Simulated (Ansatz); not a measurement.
Cost and result up the ladder for Zn₃S₃ (6 atoms). Total charge 0; singlet. Geometry: PBE0-D4/def2-SVP.

```tsv
atom	x (Å)	y (Å)	z (Å)
Zn1	-0.153	1.433	0.445
Zn2	1.355	-1.574	-0.616
Zn3	2.202	1.028	0.071
S4	-1.060	0.537	-1.452
S5	-0.724	-0.401	1.684
S6	-1.621	-1.023	-0.133
```

Ansatz on 4 threads of Intel Xeon Platinum 8259CL on a shared host. Times are rough, and most runs start from the orbitals of an earlier one. No level here is sound enough to serve as a yardstick. Binding counts from free atoms at the same level (Zn singlet, S triplet; other spins of the atoms weren't run), without zero-point energy or a counterpoise term.

Correlated methods freeze 42 core orbitals. The rows differ in basis, and correlated rows in double-zeta sets carry the largest basis error. Another isomer (singlet) lies 4.55 eV lower at PBE0-D4/def2-TZVP; other spin states weren't run for this one.

Run but left out: BHLYP-D4/def2-TZVP (restricted singlet, unstable in another Hartree–Fock run and untested here).

Correlated methods converge slowly with the basis, most of all in double-zeta sets.

```
                         level  functions  binding energy per atom (eV)                        remarks
PBE-D4/def2-TZVP (with forces)        255                          1.71  restricted SCF unstable in HF
             PBE0-D4/def2-TZVP        255                          1.61  restricted SCF unstable in HF
         LDA (SPW92)/def2-TZVP        255                          2.11  restricted SCF unstable in HF
              CCSD(T)/def2-SVP        147                          1.13        restricted SCF unstable
           r2SCAN-D4/def2-TZVP        255                          1.65  restricted SCF unstable in HF
```

Problem. Estimate how long each takes.

Solution. LDA (SPW92)/def2-TZVP 3.8 s; PBE-D4/def2-TZVP (with forces) 5.5 s; r2SCAN-D4/def2-TZVP 11 s; PBE0-D4/def2-TZVP 13 s; CCSD(T)/def2-SVP 28 s. On shared hardware such times vary by a factor of up to 3.
